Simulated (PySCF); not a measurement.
BeF, SMILES [Be][F], multiplicity 2. The structure is a stationary point at PBE-D3(BJ)/def2-TZVPD. The multiplicity is an assumed one; other spin states were not compared.

Level of theory: PBE-D3(BJ)/def2-TZVPD (PySCF).

Harmonic wavenumbers (cm⁻¹): 1195. Rotational constants (GHz): 43.34 (linear); symmetry number 1.

Task: Work out the zero-point energy and the ideal-gas rigid-rotor harmonic-oscillator thermochemistry at 298.15 K and 1 atm.

Result: ZPE = ½ Σ hcν = ½ × 1195 cm⁻¹ = 1.71 kcal/mol. H − E(el) = 3.79 kcal/mol. Entropy in cal/(mol K): translation 35.92, rotation 11.85, vibration 0.04, spin 1.38, total 49.20. G − E(el) = -10.88 kcal/mol. Cp = 7.16 cal/(mol K).
